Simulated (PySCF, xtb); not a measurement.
## Isomers of CH4S2Si in order of energy

8 gas-phase structures of CH4S2Si, found in a search over its isomers (lower ones may exist). Each was relaxed with GFN2-xTB; where two conformers were screened, the lower at r2SCAN-D4/def2-SVP is listed:

A. `C[Si](=S)S`, a singlet
B. `C1S[SiH2]S1`, a singlet
C. a singlet given by its coordinates
D. `C1[SiH2]SS1`, a singlet
E. `S=[SiH]CS`, a singlet
F. `S[SiH]1CS1`, a singlet
G. `C[SiH]1SS1`, a singlet
H. `[SiH3]SC=S`, a singlet

C (Å):

```
atom    x (Å)    y (Å)    z (Å)
   C  -0.4841  -1.0807   0.5771
   S  -0.6265  -2.0618   2.0992
   S  -2.8236  -2.6560   4.4965
  Si  -2.6278  -1.4616   2.6954
   H  -1.0988  -1.5249  -0.2002
   H   0.5600  -1.1080   0.2815
   H  -0.7925  -0.0571   0.7649
   H  -1.6448  -3.2603   4.4706
```

Close contacts (Å): C1–S2 1.82, S2–Si4 2.17, S3–Si4 2.17, C1–H5 1.09, C1–H6 1.09, C1–H7 1.09, S3–H8 1.32.

Q: Which do you expect lowest at r2SCAN-D4/def2-SVP, and how would the others follow?

A: Calculated order at r2SCAN-D4/def2-SVP: A (0.000), G (0.803), F (1.065), C (1.096), B (1.190), E (1.539), D (1.861), H (1.961) eV. Less than 1 kcal/mol parts F and C, so the order within that pair means little.

Energies above the lowest of each column, in eV; the last columns are at PBE0-D3(BJ)/def2-SVP geometries and were run for some of them only (a dash: not run or not comparable):

```json
{"structure": "A", "GFN2-xTB": "0.000", "HF/STO-3G": "1.067", "r2SCAN-D4/def2-SVP": "0.000", "PBE0-D3(BJ)/def2-SVP": "0.000", "CCSD(T)/def2-SVP + ΔMP2/def2-TZVPP": "0.000"}
{"structure": "G", "GFN2-xTB": "0.223", "HF/STO-3G": "0.513", "r2SCAN-D4/def2-SVP": "0.803", "PBE0-D3(BJ)/def2-SVP": "0.702", "CCSD(T)/def2-SVP + ΔMP2/def2-TZVPP": "0.558"}
{"structure": "F", "GFN2-xTB": "0.992", "HF/STO-3G": "1.112", "r2SCAN-D4/def2-SVP": "1.065", "PBE0-D3(BJ)/def2-SVP": "–", "CCSD(T)/def2-SVP + ΔMP2/def2-TZVPP": "–"}
{"structure": "C", "GFN2-xTB": "1.038", "HF/STO-3G": "0.910", "r2SCAN-D4/def2-SVP": "1.096", "PBE0-D3(BJ)/def2-SVP": "–", "CCSD(T)/def2-SVP + ΔMP2/def2-TZVPP": "–"}
{"structure": "B", "GFN2-xTB": "0.133", "HF/STO-3G": "0.000", "r2SCAN-D4/def2-SVP": "1.190", "PBE0-D3(BJ)/def2-SVP": "–", "CCSD(T)/def2-SVP + ΔMP2/def2-TZVPP": "–"}
{"structure": "E", "GFN2-xTB": "0.792", "HF/STO-3G": "2.400", "r2SCAN-D4/def2-SVP": "1.539", "PBE0-D3(BJ)/def2-SVP": "–", "CCSD(T)/def2-SVP + ΔMP2/def2-TZVPP": "–"}
{"structure": "D", "GFN2-xTB": "0.600", "HF/STO-3G": "0.410", "r2SCAN-D4/def2-SVP": "1.861", "PBE0-D3(BJ)/def2-SVP": "–", "CCSD(T)/def2-SVP + ΔMP2/def2-TZVPP": "–"}
{"structure": "H", "GFN2-xTB": "0.945", "HF/STO-3G": "1.972", "r2SCAN-D4/def2-SVP": "1.961", "PBE0-D3(BJ)/def2-SVP": "–", "CCSD(T)/def2-SVP + ΔMP2/def2-TZVPP": "–"}
```

CCSD(T)/def2-SVP + ΔMP2/def2-TZVPP puts A lowest of those it was run on; HF/STO-3G picks B. Some further structures that were screened fall inside this span and aren't listed. Flexible structures stand in one conformer each, not always the lowest. Frequencies (GFN2-xTB) were run for A, G alone. The ΔMP2 step shifts differences by up to 0.196 eV, which makes them less sure. ΔMP2 is the change of the MP2 energy from the smaller to the larger basis.

Over these structures GFN2-xTB departs from r2SCAN-D4/def2-SVP by 0.421 eV on average once a common shift is removed. A GFN2-xTB relaxation took about 0.15 s and the r2SCAN-D4/def2-SVP energy about 9.6 s on a shared host (PySCF 2.14.0, xtb 6.7.1).
